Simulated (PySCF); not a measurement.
Isomers of C8H5F3O, one GFN2-xTB conformer each. Single-point energies are computed at PBE0/pcSseg-1 (PySCF, gas phase, no added dispersion term), electronic only.

Question: Rank them by PBE0/pcSseg-1 energy, lowest first (kcal/mol).
A. `[O:1]=[C:2]([c:3]1[cH:4][cH:5][cH:6][cH:7][cH:8]1)[C:9]([F:10])([F:11])[F:12]` with O1–C2–C3–C4 0°
B. `[F:1][c:2]1[cH:3][cH:4][c:5]2[c:6]([cH:7]1)[C@@H:8]2[O:9][CH:10]([F:11])[F:12]` with C6–C8–O9–C10 81°, C8–O9–C10–F11 -80°

Answer: A (0.0), B (65.8).

As drawn, the lower has a C=O bond, which the higher lacks; the higher has a three-membered ring, which the lower lacks. GFN2-xTB itself gives, in the same order: 0.0, 38.8. Both levels put the same isomer lowest.

Q: Which frontier levels, dipoles and rotational constants go with these structures?

A: 
```
                   SMILES  HOMO (eV, PBE0/pcSseg-1)  LUMO (eV)  dipole (D)       A, B, C (MHz)
    O=C(c1ccccc1)C(F)(F)F                     -8.10      -2.53        4.12  2042, 627.6, 524.2
Fc1ccc2c(c1)[C@@H]2OC(F)F                     -7.59      -1.26        2.83  2302, 473.7, 414.4
```
